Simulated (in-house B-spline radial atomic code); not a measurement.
# Ionising the krypton ion Kr⁵⁺ with different functionals

Computed with a B-spline radial code for spherical atoms: non-relativistic Hamiltonian, point nucleus, spin-polarised at highest spin, spherical fractional occupations for the functionals, and exact exchange of hybrids averaged over the configuration. The ionisation energy is the difference of two self-consistent energies, [Ar] 3d10 4s2 4p1 → [Ar] 3d10 4s2, without Breit or QED terms; ε is the level of the shell that loses the electron (its least bound occupied spin orbital). There is no spin-orbit coupling in this Hamiltonian.

```tsv
method	rung	ΔSCF (eV)	-ε(4p) (eV)
PBE0	global hybrid	77.45	72.49
B3LYP	global hybrid	77.69	72.26
TPSSh	global hybrid	77.36	71.45
M06-2X	global hybrid	?	?
BHandHLYP	global hybrid	?	?
r2SCAN0	global hybrid	77.45	72.66
B97-1	global hybrid	77.32	72.06
HSE06	range-separated hybrid	77.52	72.05
wB97X	range-separated hybrid	77.42	74.99
CAM-B3LYP	range-separated hybrid	77.74	74.17
LC-wPBE	range-separated hybrid	77.69	75.73
```

(1) What does M06-2X give?

(2) What does BHandHLYP give?

(3) Among the functionals, which spreads more, the ΔSCF values or the orbital energies?

(4) How do they compare with the NIST value?

## Answers

(1) ΔSCF 77.18 eV, and -ε(4p) = 74.56 eV.

(2) ΔSCF 77.52 eV, and -ε(4p) = 74.18 eV.

(3) The orbital energies: ΔSCF values span about 0.55 eV and the orbital energies 4.27 eV; here energy differences depend much less on the functional than eigenvalues do.

(4) NIST lists 78.5 eV ± 0.2 (semi-empirical, ground level to ground level). Errors run from -1.31 to -0.75 eV. The correlated functionals all miss on the same side by more than they spread, so the cause is common to them (relativity, Breit-QED terms, multiplet and fine-structure energies, or a listed next ion that isn't the cheapest removal here) and closeness doesn't rank the functionals.
